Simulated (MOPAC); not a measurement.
A run for MOPAC: PM7 on AsBF2H2 (SMILES FB(F)[AsH2]), a point of a torsion scan.

```
PM7 1SCF PRECISE CHARGE=0 THREADS=1
AsBF2H2

F     -1.67212093 1    -1.05646448 1     0.36943900 1
B     -0.84782951 1    -0.07865132 1     0.04292647 1
F     -1.43276497 1     0.89324866 1    -0.63066305 1
As     1.07076081 1    -0.01780944 1     0.65499090 1
H      1.39699800 1    -1.31839078 1    -0.01537689 1
H      1.51973685 1     0.73121582 1    -0.56334309 1
```

Program output:

```
*******************************************************************************
 **                                                                           **
 **                              MOPAC v23.2.5                                **
 **                                                                           **
 *******************************************************************************
 ** MOPAC's Digital Object Identifier: https://doi.org/10.5281/zenodo.6511958 **
 **                                                                           **
 ** Please cite the open-source release paper for use of this MOPAC version:  **
 ** J. E. Moussa and J. J. P. Stewart (2026)                                  **
 ** MOPAC: An open-source semiempirical molecular orbital program             **
 ** J. Open Source Softw., 11(119), 8025, https://doi.org/10.21105/joss.08025 **
 *******************************************************************************

                              PM7 CALCULATION RESULTS

 *******************************************************************************
 *  PM7        - The PM7 Hamiltonian to be used
 *
 *
 *
 *                 CHARGE ON SYSTEM = 0
 *
 *
 *
 *  PRECISE    - TIGHTER CRITERIA TO BE USED
 *  1SCF       - DO 1 SCF AND THEN STOP
 *  THREADS=1  - MULTI-THREADING NOT USED
 *  T=         - A TIME OF 172800.0 SECONDS REQUESTED
 *  DUMP=N     - RESTART FILE WRITTEN EVERY 7200.0 SECONDS REQUESTED
 *******************************************************************************
PM7 1SCF PRECISE CHARGE=0 THREADS=1
 AsBF2H2

   ATOM   CHEMICAL          X               Y               Z
  NUMBER   SYMBOL      (ANGSTROMS)     (ANGSTROMS)     (ANGSTROMS)

     1       F         -1.67212093  *  -1.05646448  *   0.36943900  *
     2       B         -0.84782951  *  -0.07865132  *   0.04292647  *
     3       F         -1.43276497  *   0.89324866  *  -0.63066305  *
     4      As          1.07076081  *  -0.01780944  *   0.65499090  *
     5       H          1.39699800  *  -1.31839078  *  -0.01537689  *
     6       H          1.51973685  *   0.73121582  *  -0.56334309  *



          CARTESIAN COORDINATES

    NO.       ATOM           X           Y           Z

     1         F         -1.6721     -1.0565      0.3694
     2         B         -0.8478     -0.0787      0.0429
     3         F         -1.4328      0.8932     -0.6307
     4        As          1.0708     -0.0178      0.6550
     5         H          1.3970     -1.3184     -0.0154
     6         H          1.5197      0.7312     -0.5633

 General Reference for PM7:
 "Optimization of Parameters for Semiempirical Methods VI: More Modifications to the
 NDDO Approximations and Re-optimization of Parameters", J. J. P. Stewart, J. Mol. Mod., 1:32, 19 (2013)
 https://link.springer.com/article/10.1007/s00894-012-1667-x

           Empirical Formula: H2 F2 B As  =     6 atoms



      MOLECULAR POINT GROUP   :   C1


      RHF CALCULATION, NO. OF DOUBLY OCCUPIED LEVELS = 12


 -------------------------------------------------------------------------------
 PM7 1SCF PRECISE CHARGE=0 THREADS=1
 AsBF2H2



     1SCF WAS SPECIFIED, SO BFGS WAS NOT USED
     SCF FIELD WAS ACHIEVED


                              PM7 CALCULATION
                                                       MOPAC v23.2.5 Linux




          FINAL HEAT OF FORMATION =       -183.79930 KCAL/MOL =    -769.01629 KJ/MOL


          COSMO AREA              =        103.72 SQUARE ANGSTROMS
          COSMO VOLUME            =         88.56 CUBIC ANGSTROMS

          IONIZATION POTENTIAL    =          9.857626 EV
          HOMO LUMO ENERGIES (EV) =         -9.858 -1.667
          NO. OF FILLED LEVELS    =         12
          MOLECULAR WEIGHT        =        125.7442         POINT GROUP:  C1

          MOLECULAR DIMENSIONS (Angstroms)

            Atom       Atom       Distance
            H     6    F     1     3.77543
            H     5    F     3     3.44295
           As     4    H     5     1.06138


          SCF CALCULATIONS        =          1





   ATOM   CHEMICAL          X               Y               Z
  NUMBER   SYMBOL      (ANGSTROMS)     (ANGSTROMS)     (ANGSTROMS)

     1       F         -1.67212093  *  -1.05646448  *   0.36943900  *
     2       B         -0.84782951  *  -0.07865132  *   0.04292647  *
     3       F         -1.43276497  *   0.89324866  *  -0.63066305  *
     4      As          1.07076081  *  -0.01780944  *   0.65499090  *
     5       H          1.39699800  *  -1.31839078  *  -0.01537689  *
     6       H          1.51973685  *   0.73121582  *  -0.56334309  *

                             CARTESIAN COORDINATES

   1    F       -1.672120930    -1.056464480     0.369439000
   2    B       -0.847829510    -0.078651320     0.042926470
   3    F       -1.432764970     0.893248660    -0.630663050
   4   As        1.070760810    -0.017809440     0.654990900
   5    H        1.396998000    -1.318390780    -0.015376890
   6    H        1.519736850     0.731215820    -0.563343090


           Empirical Formula: H2 F2 B As  =     6 atoms



      MOLECULAR POINT GROUP   :   C1


                  EIGENVALUES
 -40.37020 -40.36210 -19.13567 -17.76418 -16.75865 -16.49465 -16.12929 -15.05564
 -14.84138 -13.58103 -12.11533  -9.85763  -1.66698  -1.60458  -1.44886  -1.36484
  -1.34603  -0.57937   1.11478   2.21365   3.56158   3.58770   3.97527


              NET ATOMIC CHARGES AND DIPOLE CONTRIBUTIONS

  ATOM NO.   TYPE          CHARGE      No. of ELECS.   s-Pop       p-Pop       d-Pop
    1          F          -0.290713        7.2907     1.94378     5.34693
    2          B           0.531081        2.4689     0.77159     1.69733
    3          F          -0.292085        7.2921     1.94371     5.34837
    4         As          -0.109971        5.1100     1.62672     3.25602     0.22723
    5          H           0.083120        0.9169     0.91688
    6          H           0.078568        0.9214     0.92143
 DIPOLE           X         Y         Z       TOTAL
 POINT-CHG.     2.748    -0.220    -0.086     2.758
 HYBRID        -0.924    -0.079    -0.434     1.024
 SUM            1.824    -0.298    -0.520     1.920


          ATOMIC ORBITAL ELECTRON POPULATIONS

     Atom    s        px        py        pz      x^2-y^2     xz        z^2       yz        xy
    1  F   1.94378   1.77659   1.68861   1.88173
    2  B   0.77159   0.80540   0.50641   0.38551
    3  F   1.94371   1.86906   1.69869   1.78063
    4 As   1.62672   0.97954   0.98683   1.28965   0.06535   0.03110   0.03038   0.08261   0.01779
    5  H   0.91688
    6  H   0.92143

 **********************
 *                    *
 * JOB ENDED NORMALLY *
 *                    *
 **********************




 == MOPAC DONE ==
```

The run finished.

Cost: roughly 0.020 core-seconds.
